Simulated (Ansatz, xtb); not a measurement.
# Two isomers of C2H5BF−

Structure a is `C=[B-](C)F`, a singlet and structure b is `C=C[BH2-]F`, a singlet. Both are isolated ions in the gas phase, relaxed with B3LYP-D3(BJ)/def2-SVPD; the shapes shown needn't be the lowest conformers.

a (Å):

```yaml
atoms:
  - { symbol: C, position_ang: [0.2446, 0.2964, -0.5295] }
  - { symbol: C, position_ang: [-2.4359, -0.0832, -0.0808] }
  - { symbol: B, position_ang: [-0.8659, -0.3287, 0.1714] }
  - { symbol: F, position_ang: [-0.6625, -1.2820, 1.2184] }
  - { symbol: H, position_ang: [0.0892, 1.0282, -1.3331] }
  - { symbol: H, position_ang: [1.3014, 0.0895, -0.3139] }
  - { symbol: H, position_ang: [-2.9536, -1.0217, -0.3589] }
  - { symbol: H, position_ang: [-2.9400, 0.2887, 0.8323] }
  - { symbol: H, position_ang: [-2.6133, 0.6498, -0.8852] }
```

b (Å):

```xyz
9

C    -1.0223    0.5704    1.9446
C    -1.6831   -0.2905    1.1497
B    -1.5088   -0.5172   -0.4402
F    -2.8357   -0.6403   -1.0718
H    -1.1676    0.6190    3.0321
H    -0.2878    1.2694    1.5256
H    -2.4098   -0.9455    1.6636
H    -0.8815    0.4262   -0.9607
H    -0.8828   -1.5862   -0.6234
```

Energies in hartree; the thermal terms are from B3LYP-D3(BJ)/def2-SVPD harmonic frequencies (ideal gas, rigid rotor, one conformer each, 298.15 K, 1 atm) and include the zero-point energy:

|  | a | b |
| --- | --- | --- |
| E, CCSD(T)/def2-SVPD | −203.321142 | −203.307052 |
| E, MP2/def2-SVPD | −203.264280 | −203.246831 |
| E, MP2/def2-TZVPPD | −203.620203 | −203.600526 |
| zero-point energy | 0.065822 | 0.063845 |
| H(298 K) − E | 0.071912 | 0.069792 |
| G(298 K) − E | 0.038599 | 0.036429 |

**Question.** Correct the CCSD(T) difference for the basis set by the MP2 change, then work out ΔE, ΔE₀, ΔH and ΔG for a → b in kcal/mol (1 Eh = 627.51 kcal/mol) and the equilibrium ratio [b]/[a].

**Answer.** 1. Differences b − a: CCSD(T) +0.014090, MP2 in the small set +0.017449, MP2 in the large set +0.019677 Eh.
2. ΔE = +0.014090 + (+0.019677 − (+0.017449)) = +0.016318 Eh = +10.24 kcal/mol.
3. ΔE₀ = ΔE + ΔZPE = +0.016318 + (−0.001977) Eh = +9.00 kcal/mol.
4. ΔH = ΔE + (−0.002120) Eh = +8.91 kcal/mol.
5. ΔG = ΔE + (−0.002170) Eh = +8.88 kcal/mol, so ΔS = (ΔH − ΔG)/T = +0.4 J/(mol K).
6. kT = 0.9442 mEh, so K = [b]/[a] = exp(−ΔG/kT) = exp(−14.98) ≈ 3.1 × 10^−7.

Structure a is favoured at this temperature. An error of 1 kcal/mol in ΔG would change K by a factor of 5.4. GFN2-xTB gave ΔE the other sign. Mirror images and further conformers aren't counted.

As drawn, b has 1 C=C, 2 B–H in place of 1 C=B, 2 C–H.

Other levels gave ΔE = −13.8 (GFN2-xTB); +1.4 (HF/STO-3G, GFN2-xTB geometries); +12.0 (r2SCAN-D4/def2-SVPD, GFN2-xTB geometries); +8.8 (B3LYP-D3(BJ)/def2-SVPD); +8.5 (HF/def2-SVPD); +10.9 (MP2/def2-SVPD); +8.8 (CCSD(T)/def2-SVPD) kcal/mol. The correlated steps freeze 4 core orbitals. Programs: Ansatz 0.2.0, xtb 6.7.1.
